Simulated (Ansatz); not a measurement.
This geometry of C₃H₈SSi (13 atoms, charge 0, multiplicity 1) is a first-order saddle point.

Theory: Ansatz 0.2.0, RKS CAM-B3LYP-D4/6-31G*.

```xyz
13
Properties=species:S:1:pos:R:3
C -2.743 -0.127 0.821
S -1.408 -1.319 0.488
C -0.075 -0.261 0.038
C 1.143 -0.691 -0.303
Si 2.501 0.485 -0.765
H -3.078 -0.222 1.855
H -3.583 -0.311 0.150
H -2.384 0.892 0.661
H -0.315 0.800 0.056
H 1.334 -1.764 -0.305
H 3.671 0.365 0.144
H 2.990 0.249 -2.148
H 1.969 1.871 -0.677
```

Which two structures does it join? (They come from a converged band through this point; their orientation in space is the band's.)

No bond is made or broken. The dihedral H8–C1–S2–C3 goes from -60 to 60°. The two ends are copies of one structure, up to a mirror image or an exchange of like atoms.

Image 0:

```xyz
13
Properties=species:S:1:pos:R:3
C -2.545 -0.050 1.252
S -1.177 -1.228 1.063
C -0.043 -0.252 0.137
C 1.137 -0.687 -0.317
Si 2.288 0.413 -1.268
H -3.308 -0.546 1.855
H -2.979 0.214 0.285
H -2.219 0.852 1.774
H -0.372 0.771 -0.042
H 1.421 -1.720 -0.115
H 3.593 0.576 -0.576
H 2.572 -0.126 -2.624
H 1.652 1.749 -1.408
```

Image 8:

```xyz
13
Properties=species:S:1:pos:R:3
C -2.754 -0.143 0.661
S -1.454 -1.350 0.284
C -0.092 -0.273 -0.003
C 1.151 -0.681 -0.279
Si 2.531 0.520 -0.586
H -2.518 0.428 1.561
H -3.670 -0.710 0.838
H -2.920 0.534 -0.179
H -0.338 0.786 0.057
H 1.345 -1.753 -0.324
H 3.641 0.347 0.387
H 3.108 0.361 -1.947
H 1.990 1.898 -0.454
```

How far does it lie above each of them?

0.052 eV above the first and 0.052 eV above the second. This is the barrier of this one path; another mechanism may lie lower.

Time of the run: 6.7 min on 2 threads of Arm Neoverse N1, on a shared host, peak memory 0.28 GiB.
